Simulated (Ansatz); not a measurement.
The cluster Cs2Cl2, relaxed as a singlet with RKS PBE-D4/def2-TZVP in Ansatz, starting from the GFN1-xTB geometry. Force threshold 0.02 eV/Å.

In the def2 sets Cs takes a core potential; there is no spin–orbit coupling. The structure comes from a short search, and lower isomers may exist.

Start:

```xyz
4

Cs   -0.942    0.602    1.746
Cs    0.942   -0.602   -1.744
Cl    0.840    1.961   -0.218
Cl   -0.840   -1.962    0.216
```

```tsv
step	energy (eV)	largest force component (eV/Å)	SCF passes
1	-26138.8433	0.855	13
2	-26139.0812	0.100	16
3	-26139.0849	0.022	16
4	-26139.0858	0.001	17
```

Force components are those of the run's own axes.

End:

Cartesian coordinates in Å:
```
Cs -1.048 0.667 1.941
Cs 1.048 -0.667 -1.941
Cl 0.850 1.983 -0.222
Cl -0.851 -1.983 0.222
```

By distances, no bond broke or formed. The bond that changes most is Cs2–Cl4, from 2.98 to 3.16 Å (atoms count from 1).

No frequencies were taken in this run, so the end may be a saddle point.

It took 4.7 s on 4 threads of Arm Neoverse V1 on a shared host.
